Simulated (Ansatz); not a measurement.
`C[CH2][GeH3]` + `O[Si](F)(Cl)Cl` → `F[Si](Cl)(Cl)[O][GeH3]` + `CC`  (ligand exchange at a Ge–C bond)

Gas-phase electronic energies from Ansatz, PBE0-D4/def2-TZVP geometries. CCSD(T)/CBS adds triple-zeta CCSD(T) − MP2 to the extrapolated MP2 energy (def2 sets, frozen cores). This one scheme is used for every species. Functionals use def2-TZVPP. For Ge outer-core shells are correlated without core-valence functions, which leaves a few kJ/mol of doubt a bond. Scalar relativity is left out up to krypton. One conformer a species, not always the lowest.

`C[CH2][GeH3]`:

Cartesian coordinates in Å:
```
C -1.131 0.411 0.796
C -0.030 -0.584 0.457
Ge 1.087 -0.009 -1.047
H -1.805 0.567 -0.051
H -1.738 0.065 1.637
H -0.720 1.386 1.069
H -0.453 -1.560 0.202
H 0.627 -0.745 1.316
H 1.759 1.338 -0.720
H 0.221 0.177 -2.308
H 2.183 -1.046 -1.351
```

`O[Si](F)(Cl)Cl`:

```xyz
6

O     1.198   -0.404    0.399
Si   -0.314   -0.056   -0.041
F    -1.191    0.347    1.208
Cl   -0.377    1.510   -1.325
Cl   -1.109   -1.710   -0.865
H     1.793    0.314    0.622
```

`F[Si](Cl)(Cl)[O][GeH3]`:

```xyz
9

F     0.688    1.407   -2.384
Si   -0.238    0.815   -1.255
Cl   -1.552   -0.457   -2.133
Cl   -1.267    2.355   -0.428
O     0.670    0.071   -0.180
Ge    0.456   -0.877    1.325
H    -0.305    0.011    2.316
H    -0.333   -2.139    0.955
H     1.881   -1.186    1.784
```

`CC`:

Z-matrix (Å, degrees):
```
C
C 1 1.519
H 1 1.093 2 111.4
H 1 1.093 2 111.4 3 120.0
H 1 1.093 2 111.4 3 -120.0
H 2 1.093 1 111.4 3 180.0
H 2 1.093 1 111.4 3 -60.0
H 2 1.093 1 111.4 3 60.0
```

```csv
species,PBE-D4 energy (Eh)
`C[CH2][GeH3]`,-2157.61400
`O[Si](F)(Cl)Cl`,-1385.22193
`F[Si](Cl)(Cl)[O][GeH3]`,-3463.12236
`CC`,-79.73541
```

Problem. Work out ΔE.

Solution. ΔE = (-3463.12236) + (-79.73541) − (-2157.61400) − (-1385.22193) = -0.02184 Eh = -0.59 eV. CCSD(T)/CBS gives -0.65 eV.

Largest T1 diagnostic among the species: 0.011.

Leaving LDA and LC-ωPBE aside and taking each functional with its dispersion term where it has one, the values, not all of them listed here, spread over 0.22 eV, from BHLYP-D4 to PBE-D4. LDA lies +0.07 eV from PBE without D4. From PBE to PBE0 (25 % exact exchange), in def2-TZVPP and without D4, ΔE moves by −0.03 eV. The D4 term adds −0.03 eV with B3LYP and −0.02 eV with PBE0; it sums over pairs of atoms, weighted by their polarisabilities, and B3LYP, whose exchange is more repulsive, gets the larger term.

B3LYP here is the variant with VWN-RPA as its local correlation; programs differ in this.
